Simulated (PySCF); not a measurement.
B3LYP has the VWN-RPA correlation part, as in Gaussian. 

Cartesian coordinates (Å):
```xyz
5

Hf     0.0000     0.0000     0.0000
F     -0.3073    -1.8044     0.5372
F      1.5675     0.0825    -1.0840
F     -1.4980     0.6299    -0.9991
F      0.2378     1.0920     1.5459
```
Charge 0, multiplicity 1.

**Question.** What is the computed HOMO, dipole moment, total energy, HOMO–LUMO gap, LUMO and charge on the central atom (Mulliken) (PySCF 2.14.0 with B3LYP-D3(BJ)/def2-TZVP // r2SCAN-D4/def2-SVP)?

**Answer.** 
```yaml
HOMO: -11.86 eV
dipole_moment: 0.00 D
total_energy: -447.9496 Ha
HOMO–LUMO gap: 10.54 eV
LUMO: -1.32 eV
charge on the central atom (Mulliken): 1.72 e
```
